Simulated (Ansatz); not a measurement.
Single points on Ge₂S₄⁻.

```yaml
crystal:
  periodic: [false, false, false]
  atoms:
    - {symbol: Ge, position_ang: [1.720881, 0.536969, 2.028497]}
    - {symbol: Ge, position_ang: [-1.006459, 0.223047, 0.378672]}
    - {symbol: S, position_ang: [-1.544382, -0.324875, -3.006305]}
    - {symbol: S, position_ang: [0.843334, 1.769108, 0.331130]}
    - {symbol: S, position_ang: [0.269322, -1.207806, 1.841891]}
    - {symbol: S, position_ang: [-0.282706, -0.996444, -1.573895]}
basis:
  gaussian: {orbitals: def2-TZVPD, initial_orbitals: start.molden}
total_charge: -1
magnetization: {spin_polarized: true, initial_magnetization: 1}
hamiltonian: {xc: r2scan, dispersion: d4}
scf: {omitted_lower_state_checks: [starts]}
output: {orbitals: {seedname: orbitals}}
```

The file start.molden holds the orbitals of an earlier run on this structure, at another level or in another basis.

```sh
$ ansatz run in.yaml --threads 4 --pin off --events-out ev --progress --plain --max-ram 4787MiB
```

Shortened log:

```
Functional definition: r2SCAN
1918 factors; their error is unknown
mean field evaluation 1: about -156381.9471 eV, gradient 9.3e0 eV
mean field evaluation 2: about -156382.0375 eV, gradient 1.9e-1 eV
mean field evaluation 4: about -156382.0141 eV, gradient 6.7e-3 eV
mean field -156382.01405934 eV, -5746.9330171444 hartree, gradient 8.4e-5 eV, S^2 0.756987; 0 other end points of the search recorded, 0 dependent functions left out
reference -156382.01410937 eV, -5746.9330189832 hartree; 65, 64 occupied and 227, 228 virtual orbitals, 1918 factors
Total energy: -156382.11105894 eV, -5746.9365818140 hartree
Checks for a lower state left out: starts
```

It took 25 s on 4 threads of Arm Neoverse V2 on a shared host, peak host memory 0.87 GiB.

As the first input, with `hamiltonian: {xc: pbe0, dispersion: d4}` (abridged; 26 s):

```
Functional definition: PBE0
the host lacks memory for fits, so the integrals are decomposed
mean field -156356.00986521 eV, -5745.9773806365 hartree, gradient 2.4e-5 eV, S^2 0.756775
Total energy: -156356.39531986 eV, -5745.9915458335 hartree
Checks for a lower state left out: starts
```

First input, but with `correlation: {method: mp2}` and without the key `hamiltonian` (abridged; 24 s):

```
Functional definition: HF
mean field -156223.17812452 eV, -5741.0959042027 hartree, gradient 3.9e-6 eV, S^2 0.776991
38 core orbitals not correlated: weight in the atoms' cores, before any rotation towards them, 1.000 or more for the frozen orbitals, at most 0.000 for the correlated occupied ones
second order -31.19388516 eV of doubles, -0.00000000 eV of singles
Total energy: -156254.37200968 eV, -5742.2422583385 hartree
Checks for a lower state left out: starts
```

The first input with `gaussian: {orbitals: STO-3G}`, `hamiltonian: {xc: hf}` (abridged; 1.3 s):

```
Functional definition: HF
mean field -154456.88073651 eV, -5676.1856724327 hartree, gradient 6.8e-6 eV, S^2 0.754540
Total energy: -154456.88073651 eV, -5676.1856724327 hartree
Checks for a lower state left out: starts
```

The first input with `hamiltonian: {xc: {name: r2SCAN0}, dispersion: d4}` (abridged; 39 s):

```
Functional definition: r2SCAN0
the host lacks memory for fits, so the integrals are decomposed
mean field -156380.17622436 eV, -5746.8654779546 hartree, gradient 1.8e-5 eV, S^2 0.760758
Total energy: -156380.30071663 eV, -5746.8700529611 hartree
Checks for a lower state left out: starts
```

As the first input, with `hamiltonian: {xc: pbe}`, `correlation: {method: rpa}` and without the key `output` (abridged; 18 s):

```
Functional definition: PBE
mean field -156350.26412114 eV, -5745.7662284366 hartree, gradient 5.3e-6 eV, S^2 0.753109
38 core orbitals not correlated: weight in the atoms' cores, before any rotation towards them, 1.000 or more for the frozen orbitals, at most 0.000 for the correlated occupied ones
Total energy: -156269.81382327 eV, -5742.8097345209 hartree
Checks for a lower state left out: starts
```

The first input with `hamiltonian: {xc: pbe, dispersion: d4}`, `output: {forces: true, orbitals: {seedname: orbitals}}` (abridged; 13 s):

```
Functional definition: PBE
mean field -156350.26414685 eV, -5745.7662293814 hartree, gradient 7.3e-6 eV, S^2 0.753109
Total energy: -156350.70861696 eV, -5745.7825633566 hartree
Atom 0 force    -0.247016    -0.048908    -0.181341 eV/Å
Atom 1 force     0.271425    -0.054608     0.017661 eV/Å
Atom 2 force     0.325566    -0.176957     0.349162 eV/Å
Atom 3 force    -0.019392    -0.153015     0.142414 eV/Å
Atom 4 force     0.055530     0.204705    -0.031165 eV/Å
Atom 5 force    -0.386112     0.228783    -0.296732 eV/Å
Dipole moment:     0.202431     0.115617     0.598299 e Å
Checks for a lower state left out: starts
```

Geometry: PBE-D4/def2-SVPD.

Correlated methods freeze 38 core orbitals; core or outer-core shells of Ge are correlated, in sets that lack core-valence functions. At HF/STO-3G the highest occupied level of the charge -1 doublet lies above zero (up to 0.78 eV). In Hartree–Fock with STO-3G the lack of diffuse functions raises the level. Another isomer (doublet) lies 0.73 eV lower at PBE0-D4/def2-TZVPD; other spin states weren't run for this one.
